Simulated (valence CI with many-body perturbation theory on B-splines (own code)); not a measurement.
E1 transitions of Os LXIII

Computed by valence CI with perturbative core correlation (CI+MBPT): four valence electrons over a frozen Dirac-Fock core [Ne], a basis of 11 s, 11 p, 10 d, 8 f, 5 g, 2 h functions for each j, with the one-electron correlation potential Σ1, the two-electron term Σ2, the three-electron term Σ3, Breit, model QED; selected CI, second order for the rest, scaled by the run's own slope (own B-spline code, finite nucleus).

The last digits are not significant, and no measured levels were compared; by estimate large intervals hold to a few tenths of a per cent, small ones and those within an open d or f shell to about a per cent. Among the levels kept, up to 600 cm⁻¹ of a level comes from second order outside the variational space, and about a tenth of that is noise between levels of different J, which matters for small intervals.

Lines 201 to 250 of 576 in falling wavelength, among levels below 1911.6 eV, chosen from the strongest by gf and those to the six lowest levels. Wavelengths and rates use the calculated energies. Electric multipoles are in the length gauge, E1 and E2 with the static RPA response of the core. Weak lines are less certain than strong ones. Lines between different terms over intervals too small for the method are left out, as are lines whose strength nearly cancels. The highest levels of a list are the least certain.

Levels are named by their leading jj configuration (3d3/2^4 stands for four electrons in 3d with j = 3/2), which in mixed levels can hold well under half, so a name can repeat and another be missing. Letters in brackets count levels of one name in rising energy.

```csv
λ vac (nm),Upper,Lower,A (s⁻¹),S (a.u.) with core polarisation,S without
3.525,(3s 3p1/2 3d5/2^2) J=5,(3s 3p1/2 3p3/2 3d5/2) J=5,1.58e+11,3.75e-02,3.80e-02
3.525,(3s 3p1/2 3d5/2^2) J=2 [a],(3s 3p1/2 3p3/2 3d5/2) J=2 [a],4.43e+11,4.79e-02,4.85e-02
3.521,(3p1/2^2 3d3/2 3d5/2) J=2,(3p1/2^2 3p3/2 3d3/2) J=2,8.01e+10,8.62e-03,8.73e-03
3.519,(3s 3p1/2 3p3/2 3d5/2) J=4 [c],(3s 3p1/2 3p3/2^2) J=3,2.54e+11,4.93e-02,4.99e-02
3.511,(3s 3p1/2 3p3/2 3d5/2) J=3 [b],(3s 3p1/2 3p3/2^2) J=2 [a],1.26e+11,1.88e-02,1.91e-02
3.505,(3s^2 3d5/2^2) J=2,(3s^2 3p3/2 3d5/2) J=2,5.15e+11,5.47e-02,5.54e-02
3.504,(3s 3p1/2^2 3d5/2) J=2,(3s 3p1/2^2 3p3/2) J=2,5.59e+10,5.94e-03,6.02e-03
3.504,(3s^2 3d5/2^2) J=4,(3s^2 3p3/2 3d5/2) J=4,1.88e+11,3.60e-02,3.64e-02
3.494,(3s 3p3/2^2 3d5/2) J=3 [c],(3s 3p3/2^3) J=2,6.16e+11,9.08e-02,9.20e-02
3.493,(3s 3p3/2^2 3d5/2) J=2 [b],(3s 3p3/2^3) J=2,2.23e+11,2.35e-02,2.38e-02
3.474,(3s 3p1/2 3d5/2^2) J=3 [a],(3s 3p1/2 3p3/2 3d5/2) J=3 [a],1.16e+11,1.67e-02,1.69e-02
3.462,(3s 3p1/2 3d5/2^2) J=1 [a],(3s 3p1/2 3p3/2 3d5/2) J=1 [a],2.13e+11,1.31e-02,1.33e-02
3.440,(3s 3p1/2 3d3/2 3d5/2) J=3 [b],(3s 3p1/2 3p3/2 3d3/2) J=3 [a],7.15e+10,1.01e-02,1.02e-02
3.438,(3s 3p1/2 3d5/2^2) J=4 [a],(3s 3p1/2 3p3/2 3d5/2) J=4 [a],1.88e+11,3.39e-02,3.43e-02
3.364,(3s 3p1/2 3p3/2 3d5/2) J=3 [c],(3s 3p1/2 3p3/2^2) J=2 [a],1.42e+11,1.87e-02,1.89e-02
2.325,(3s 3p3/2^2 3d5/2) J=4 [a],(3s^2 3p3/2 3d5/2) J=3,4.14e+11,2.31e-02,2.34e-02
2.300,(3p1/2 3p3/2^2 3d5/2) J=3,(3s 3p1/2 3p3/2 3d5/2) J=2 [d],2.34e+11,9.86e-03,9.99e-03
2.266,(3s 3p1/2 3p3/2 3d3/2) J=2 [a],(3s^2 3p1/2 3d3/2) J=2,1.95e+10,5.61e-04,5.69e-04
2.266,(3p1/2 3p3/2^2 3d5/2) J=3,(3s 3p1/2 3p3/2 3d5/2) J=2 [c],2.61e+11,1.05e-02,1.07e-02
2.265,(3s 3p3/2^2 3d5/2) J=0,(3s^2 3p3/2 3d5/2) J=1,9.24e+11,5.30e-03,5.37e-03
2.239,(3s 3p1/2 3p3/2^2) J=2 [a],(3s^2 3p1/2 3p3/2) J=2,1.90e+10,5.25e-04,5.33e-04
2.239,(3s 3p3/2^2 3d3/2) J=1 [a],(3s^2 3p3/2 3d3/2) J=0,4.07e+11,6.77e-03,6.86e-03
2.238,(3p1/2 3p3/2^2 3d5/2) J=4 [b],(3s 3p1/2 3p3/2 3d5/2) J=3 [d],5.55e+11,2.76e-02,2.80e-02
2.234,(3s 3p3/2^2 3d3/2) J=1 [a],(3s^2 3p3/2 3d3/2) J=1,3.07e+11,5.07e-03,5.14e-03
2.232,(3s 3p1/2 3p3/2 3d5/2) J=2 [a],(3s^2 3p1/2 3d5/2) J=2,3.08e+11,8.45e-03,8.57e-03
2.228,(3s 3p3/2^2 3d3/2) J=2 [a],(3s^2 3p3/2 3d3/2) J=1,5.01e+11,1.37e-02,1.39e-02
2.228,(3s 3p3/2^2 3d3/2) J=3 [a],(3s^2 3p3/2 3d3/2) J=2,5.79e+11,2.21e-02,2.24e-02
2.226,(3s 3p1/2 3p3/2 3d3/2) J=1 [a],(3s^2 3p1/2 3d3/2) J=2,2.37e+10,3.88e-04,3.93e-04
2.206,(3s 3p3/2^2 3d5/2) J=5,(3s^2 3p3/2 3d5/2) J=4,7.03e+11,4.09e-02,4.15e-02
2.203,(3s 3p1/2 3p3/2 3d3/2) J=3 [a],(3s^2 3p1/2 3d3/2) J=2,2.13e+10,7.87e-04,7.98e-04
2.201,(3s 3p1/2 3p3/2^2) J=2 [a],(3s^2 3p1/2 3p3/2) J=1,6.51e+11,1.71e-02,1.74e-02
2.193,(3p1/2 3p3/2^2 3d5/2) J=4 [a],(3s 3p1/2 3p3/2 3d5/2) J=3 [c],1.35e+12,6.32e-02,6.40e-02
2.191,(3p1/2 3p3/2^2 3d3/2) J=1 [a],(3s 3p1/2 3p3/2 3d3/2) J=1 [c],8.84e+11,1.38e-02,1.40e-02
2.188,(3s 3p3/2^2 3d5/2) J=4 [a],(3s^2 3p3/2 3d5/2) J=4,6.01e+11,2.79e-02,2.83e-02
2.186,(3p1/2 3p3/2^2 3d3/2) J=1 [b],(3s 3p1/2 3p3/2 3d3/2) J=0 [b],3.62e+11,5.61e-03,5.68e-03
2.186,(3p1/2 3p3/2^2 3d5/2) J=5,(3s 3p1/2 3p3/2 3d5/2) J=4 [c],1.13e+12,6.39e-02,6.48e-02
2.183,(3p1/2 3p3/2^2 3d5/2) J=3,(3s 3p1/2 3p3/2 3d5/2) J=3 [c],4.63e+11,1.67e-02,1.69e-02
2.183,(3s 3p1/2 3p3/2 3d3/2) J=2 [b],(3s^2 3p1/2 3d3/2) J=2,5.99e+10,1.54e-03,1.56e-03
2.177,(3s 3p3/2^2 3d3/2) J=4,(3s^2 3p3/2 3d3/2) J=3,1.30e+12,5.97e-02,6.05e-02
2.174,(3s 3p1/2 3p3/2 3d3/2) J=2 [a],(3s 3p1/2^2 3p3/2) J=1,3.01e+11,7.63e-03,7.73e-03
2.173,(3p1/2 3p3/2^2 3d5/2) J=4 [b],(3s 3p1/2 3p3/2 3d5/2) J=4 [c],3.38e+11,1.54e-02,1.56e-02
2.169,(3p1/2 3p3/2^2 3d3/2) J=0,(3s 3p1/2 3p3/2 3d3/2) J=1 [c],2.28e+12,1.15e-02,1.17e-02
2.169,(3p1/2 3p3/2^2 3d3/2) J=1 [b],(3s 3p1/2 3p3/2 3d3/2) J=1 [d],3.86e+11,5.83e-03,5.92e-03
2.167,(3p1/2 3p3/2^2 3d3/2) J=1 [a],(3s 3p1/2 3p3/2 3d3/2) J=1 [b],3.38e+11,5.10e-03,5.17e-03
2.164,(3s 3p1/2 3p3/2^2) J=3,(3s^2 3p1/2 3p3/2) J=2,4.49e+11,1.57e-02,1.59e-02
2.162,(3p1/2 3p3/2^2 3d5/2) J=0,(3s 3p1/2 3p3/2 3d5/2) J=1 [b],1.96e+12,9.76e-03,9.90e-03
2.161,(3p1/2 3p3/2^2 3d5/2) J=4 [b],(3s 3p1/2 3p3/2 3d5/2) J=3 [c],1.31e+11,5.87e-03,5.96e-03
2.161,(3p1/2 3p3/2^2 3d3/2) J=3 [b],(3s 3p1/2 3p3/2 3d3/2) J=2 [e],1.95e+12,6.79e-02,6.88e-02
2.160,(3p1/2 3p3/2^2 3d3/2) J=2 [c],(3s 3p1/2 3p3/2 3d3/2) J=1 [d],7.60e+11,1.89e-02,1.92e-02
2.159,(3s 3p3/2^2 3d5/2) J=2 [a],(3s^2 3p3/2 3d5/2) J=1,3.08e+11,7.66e-03,7.76e-03
```
